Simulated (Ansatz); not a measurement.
Basis-set series for FGe₂H₅O (`[F][GeH2][O][GeH3]`). The species carries charge 0 and has multiplicity 1. The geometry is a stationary point of PBE0-D4/def2-TZVP. It is one conformer, not always the lowest.

| functional | basis | functions | energy (Eh) | HOMO (eV) | LUMO (eV) |
| --- | --- | --- | --- | --- | --- |
| PBE0-D4 | def2-SVP | 117 | -4330.77750 | -8.50 | -0.02 |
| PBE0-D4 | def2-TZVPP | 228 | -4331.52595 | -8.58 | -0.27 |
| ωB97M-V | def2-SVP | 117 | -4331.18353 | -10.76 | 1.90 |
| ωB97M-V | def2-TZVPP | 228 | -4331.93565 | -10.88 | 1.54 |

(1) Give the rows for def2-QZVPP. (Estimate.)

Results:

(1) Computed: 
```
functional       basis  functions  energy (Eh)  HOMO (eV)  LUMO (eV)
   PBE0-D4  def2-QZVPP        442  -4331.62756      -8.60      -0.46
   ωB97M-V  def2-QZVPP        442  -4332.03427     -10.90       1.17
```

Positive LUMOs are unbound and depend on the basis. Scalar relativity is left out up to krypton.
